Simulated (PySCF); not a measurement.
## HfF₃⁺: from structure and modes to constants

These are results of PBE0/[Hf def2-TZVP with ECP60, F def2-TZVP], scalar-relativistic core potentials, density fitting, no spin–orbit coupling, PySCF, not measurements.

The singlet minimum has C3v symmetry. Masses (u): Hf 179.94655, F 18.99840.

```xyz
4
charge 1 multiplicity 1, angstrom
Hf    0.0000    0.0000   -0.1415
F     1.7264    0.0000    0.4966
F    -0.8632    1.4951    0.4966
F    -0.8632   -1.4951    0.4966
```

Harmonic wavenumbers (cm⁻¹): 130.5 (a1, ×1), 181.6 (e, ×2), 731.4 (e, ×2), 756.7 (a1, ×1).

(1) What is the harmonic zero-point energy?

(2) Find the vibrational entropy and heat capacity at 298.15 K.

Results:

(1) Half the sum of all 6 wavenumbers, 2713/2 = 1357 cm⁻¹, which is 16.2 kJ/mol (1 cm⁻¹ = 0.0119627 kJ/mol).

(2) With u = 1.43878 ω/T, each mode gives S = R[u/(eᵘ−1) − ln(1−e⁻ᵘ)] and C = R u² eᵘ/(eᵘ−1)².
| ω (cm⁻¹) | u | S (J/(mol K)) | C (J/(mol K)) |
| --- | --- | --- | --- |
| 130.5 | 0.630 | 12.29 | 8.04 |
| 181.6 (×2) | 0.876 | 9.67 | 7.80 |
| 731.4 (×2) | 3.529 | 1.13 | 3.22 |
| 756.7 | 3.652 | 1.03 | 3.03 |
The sums over all modes are S = 34.9 and C = 33.1 J/(mol K); the softest mode gives 35 % of the entropy (each member, where degenerate).

Only a few start shapes were tried, so a lower isomer may exist. Spin–orbit coupling, left out here, can matter for elements this heavy.
